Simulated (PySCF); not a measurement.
**What an electron can do to GaBr**

r²SCAN in PySCF with def2-TZVPPD on every atom, for the lowest determinant that a PBE0 search found; no spin–orbit coupling.

```tsv
species	state (unpaired electrons)	Re (Å)	ωe (cm⁻¹)	energy of the minimum from the neutral (eV)	De (eV)	dissociates to
GaBr	singlet (closed shell)	2.365	268	0.00	4.49	Ga + Br
GaBr⁺	doublet (σ ↑)	2.229	310	9.47	1.14	Ga⁺ + Br
GaBr⁻	doublet (π ↑)	2.573	175	-0.33	1.30	Ga + Br⁻
```

Q: Work out the lowest energy to break GaBr into atoms, from its vibrational ground state.

A: D0 = De − ωe/2 = 4.49 − 0.02 = 4.47 eV (r²SCAN/def2-TZVPPD).

Q: Work out the ionisation energy of the Ga atom at this level and the threshold of dissociative ionisation.

A: IE(Ga) = 9.47 + 1.14 − 4.49 = 6.12 eV, so Ga⁺ + Br + e⁻ appears at D0 + IE(Ga) = 10.59 eV (r²SCAN/def2-TZVPPD). The measured IE(Ga) is 5.999 eV (NIST ASD).

Q: Work out the electron affinity of the Br atom and the threshold of dissociative attachment.

A: EA(Br) = 4.49 − 1.30 − (-0.33) = 3.52 eV, so Ga + Br⁻ needs D0 − EA(Br) = 0.95 eV (r²SCAN/def2-TZVPPD). The measured EA(Br) is 3.364 eV.

Q: At which energy does ion-pair formation open?

A: Ga⁺ + Br⁻ lies at D0 + IE(Ga) − EA(Br) = 7.07 eV (r²SCAN/def2-TZVPPD).

These are thermodynamic thresholds; the onsets seen under electron impact lie higher where the geometry changes, and cross-sections peak well above them.

For an ion De counts to the pair picked by the measured ionisation energies or electron affinities, which need not be the lowest pair at this level. The highest Kohn–Sham level is positive in this anion. Much of that is self-interaction error, but it also means that the finite basis helps to hold the extra electron. States were picked by a PBE0 search and need not be the measured ground states.
